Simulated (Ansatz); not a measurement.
The cluster Li2Br2⁺. The state is a doublet with charge 1. Geometry PBE0-D4/def2-TZVP, that of the neutral singlet; atoms count from 1.

```xyz
4

Li    0.693    0.354   -1.087
Li   -0.693   -0.354    1.087
Br    0.857   -1.730   -0.017
Br   -0.857    1.730    0.017
```

The structure comes from a short search, and lower isomers may exist.

Question: Estimate the Mulliken populations from the PBE0/def2-TZVP orbitals of Ansatz.

Answer: 
```tsv
atom	charge (e)	spin (α − β)
Li1	0.80	-0.02
Li2	0.80	-0.02
Br3	-0.30	0.52
Br4	-0.30	0.52
```
Mulliken values and Mayer orders depend strongly on the basis.

Question: Where does the spin sit?

Answer: Summed by element: Li -0.04, Br 1.04, of 1 unpaired in all. Largest on single atoms: Br3 0.52, Br4 0.52, Li2 -0.02.
